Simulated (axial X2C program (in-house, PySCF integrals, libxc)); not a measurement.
# Nuclear properties of HfCO⁺

Computed with an axial X2C code built on PySCF integrals: two-component X2C with atomic mean-field Coulomb and Gaunt terms, Gaussian nuclei, basis Hf dyall-v3z, C dyall-v3z, O dyall-av3z with contracted cores.

Hf–C–O held linear, with bonds 2.075 and 1.138 Å (near the PBE0 minimum at charge 1 of the determinant lowest at the starting distance; the state shown can have its own minimum elsewhere, held linear; other orders of the atoms were not compared).

Determinant lowest in the PBE0 search, Ω = 3/2 (⟨Sz⟩ = 1.48, ⟨Lz⟩ = 0.02 at PBE0), spin on the atoms Hf 1.31, C 0.05, O 0.12:

```tsv
level	Eeff magnitude (GV/cm)	Ws magnitude Hf (kHz)	A∥/gI Hf (MHz)	qzz Hf (a.u.)	A∥/gI C (MHz)	qzz C (a.u.)	A∥/gI O (MHz)	qzz O (a.u.)
PBE0	24.8	14.1	4090	-8.45	-11	-0.70	-14.3	-0.45
HF	27.4	15.2	3710	-9.23	-28.3	-0.93	-0.476	-0.56
r2SCAN	30.2	17.8	4420	-8.62	-8.79	-0.69	-11.4	-0.45
```

Eeff is the effective electric field on the electron electric dipole moment in this Ω state and Ws the scalar–pseudoscalar constant of the nucleus named (defined with the proton number Z and per Ω); A∥ (defined per Ω) follows by multiplying with gI = μI/(I μN); qzz is the electric field gradient, eQq0 = 234.96 MHz × Q/barn × qzz. The operators were transformed with the bare-nucleus X2C matrices; with these basis sets, hyperfine constants and field gradients can be off by tens of per cent, and where levels differ in sign neither size nor sign is settled.

(1) With gI(177Hf) = 0.2267, Q(177Hf) = 3.365 barn, Q(17O) = -0.02558 barn (g factors from the IAEA table of nuclear moments by Stone; Q from Pyykkö, Mol. Phys. 2018), turn the PBE0 values of the first state into constants in MHz.

The molecule was held linear; bending was not examined, so a bent shape may lie lower.

Each state is one determinant with collinear spin, which with several unpaired electrons need not be a pure state. Unrestricted Hartree–Fock can overshoot spin polarisation at the nuclei. This is the top spin component of a Σ state; components of lower Ω are not single determinants and can lie lower. With several open shells hyperfine constants can be off by a factor of several. States lie within half an eV, so the first need not be the ground state. Further determinants of the search, some of them spin-mixed, are not shown. Where a field gradient or hyperfine factor spreads by more than a factor of two over the levels, a constant derived from it is not to be relied on.

Results:

(1) A∥(177Hf) = 4090 × 0.2267 = 927 MHz; eQq0(177Hf) = 234.96 × (3.365) × (-8.45) = -6680 MHz; eQq0(17O) = 234.96 × (-0.02558) × (-0.45) = 2.7 MHz.
